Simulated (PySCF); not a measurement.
Excitations are Tamm–Dancoff values on a coarser integration grid. The basis has no diffuse functions, so Rydberg states are missing or too high.

**BBrI2, SMILES `BrB(I)I` (charge 0, multiplicity 1)**

Calculation: PBE-D3(BJ)/def2-TZVP in PySCF 2.14.0.

```
Property                                                              Value
-------------------------------------------  ------------------------------
HOMO                                                               -6.42 eV
dipole moment                                                     0.032 e·Å
HOMO–LUMO gap                                                       3.25 eV
LUMO                                                               -3.17 eV
S1 excitation (TDA)                                                 3.32 eV
S1 oscillator strength                                                0.000
brightest of the four lowest singlets (TDA)                         4.38 eV
T1 excitation (TDA)                                                 3.17 eV
S1–T1 gap (TDA)                                                     0.15 eV
total energy                                                  -3194.0747 Ha
cost                                         around 50 core-seconds (rough)
```

Bonded distances (Å): Br1–B2 1.908, B2–I3 2.125, B2–I4 2.125. Angles (°): Br1–B2–I3 119.9, Br1–B2–I4 119.9, I3–B2–I4 120.2.
